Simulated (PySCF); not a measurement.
From computed data to an observable: chemical shift, span and skew from a shielding tensor

AlOF, SMILES [O]=[Al][F]. Atoms are numbered in the order given.

```xyz
3

Al     0.0000     0.0000    -0.0650
O      0.0000     0.0000    -1.6623
F      0.0000     0.0000     1.5715
```

Coordinates come from a B3LYP-D3(BJ)/def2-TZVP optimisation.

GIAO shieldings from PySCF with PBE/pcSseg-2, non-relativistic, no solvent. The symmetric part of the tensor of F3 has the principal values 281.2, 281.2, 485.7 ppm. The same nucleus in CFCl3 has σ = 132.0 ppm at this level (PySCF, at its B3LYP-D3(BJ)/def2-TZVP geometry).

Q: Work out the isotropic shielding, the ¹⁹F shift against CFCl3, the span and the skew.

A: 
σ(iso) = (σ11 + σ22 + σ33)/3 = 349.4 ppm. δ = σ(ref) − σ(iso) = 132.0 − (349.4) = -217.4 ppm.
Span Ω = σ33 − σ11 = 204.5 ppm. Skew κ = 3(σ(iso) − σ22)/Ω = 1.00, an axial tensor. Tumbling in solution averages the tensor to δ; in a static solid the shielding alone would spread this spin-1/2 line over Ω.
